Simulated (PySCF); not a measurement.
Compound: cyclohexanecarboxaldehyde, C7H12O.
Bonds: O1–C2 (double), C2–C3, C3–C4, C4–C5, C5–C6, C6–C7, C7–C8, C3–C8. Hydrogens: H9 on C2; H10 on C3; H11, H12 on C4; H13, H14 on C5; H15, H16 on C6; H17, H18 on C7; H19, H20 on C8.

Computed geometry: GFN2-xTB, gas phase.

Problem. List the bond lengths, angles and torsions at this level.

Solution. 
| bond | length (bohr) | order |
| --- | --- | --- |
| O1=C2 | 2.264 | double |
| C2–C3 | 2.846 | single |
| C3–C4, C3–C8 | 2.893 | single |
| C4–C5, C7–C8 | 2.884 | single |
| C5–C6, C6–C7 | 2.882 | single |
| C2–H9 | 2.099 | single |
| C3–H10 | 2.078 | single |
| C4–H11, C8–H19 | 2.063 | single |
| C4–H12, C8–H20 | 2.064 | single |
| C5–H13, C7–H17 | 2.063 | single |
| C5–H14, C7–H18 | 2.064 | single |
| C6–H15 | 2.065 | single |
| C6–H16 | 2.063 | single |

Bonds in one row agree within 0.02 bohr and their mean is given. Orders are formal, as drawn. A selection of angles:
| angle | degrees |
| --- | --- |
| O1–C2–C3 | 126.4 |
| O1–C2–H9 | 120.8 |
| C3–C2–H9 | 112.8 |
| C2–C3–C4 | 112.3 |
| C2–C3–H10 | 104.6 |
| C4–C3–C8 | 111.2 |
| C4–C3–H10 | 109.2 |
| C8–C3–H10 | 108.5 |
| C3–C4–C5 | 111.0 |
| C3–C4–H11 | 109.2 |
| C3–C4–H12 | 109.0 |
| C5–C4–H11 | 109.6 |
| C5–C4–H12 | 109.7 |
| H11–C4–H12 | 108.3 |
| C4–C5–C6 | 110.9 |
| C4–C5–H13 | 109.5 |
| C4–C5–H14 | 109.1 |
| C6–C5–H13 | 109.9 |
| C6–C5–H14 | 109.6 |
| H13–C5–H14 | 107.8 |
| C5–C6–C7 | 110.3 |
| C5–C6–H15 | 109.5 |
| C5–C6–H16 | 109.8 |
| H15–C6–H16 | 107.9 |
| C6–C7–C8 | 110.3 |
| C3–C8–C7 | 110.4 |

Torsions: O1–C2–C3–C4 -16° (synperiplanar); C2–C3–C4–C5 -70° (synclinal); C3–C4–C5–C6 -56° (synclinal); C4–C5–C6–C7 58° (synclinal); C5–C6–C7–C8 -59° (synclinal); C6–C7–C8–C3 58° (synclinal); C2–C3–C8–C7 69° (synclinal). The mirror-image conformer, all signs reversed, is as good.

Of the pairs four or more bonds apart, C2···H18 is among the closest relative to their van der Waals radii: 2.72 Å, 94 % of the sum of Bondi's values. The C–C distances run from 1.506 Å (C2–C3, drawn single) to 1.532 Å (C3–C8, drawn single), a spread of 0.026 Å. The 6-membered ring C3–C4–C5–C6–C7–C8 has internal angles of 110.3° to 111.2° (sum 664°, against 720° for a flat polygon); it is puckered, 0.24 Å rms from its mean plane, widest ring torsion 59°.

Point group: C1 (no symmetry element, even within 0.4 Å). No GFN2-xTB frequencies stand behind this structure, so it isn't proved a minimum. The numbers are those of one conformer.
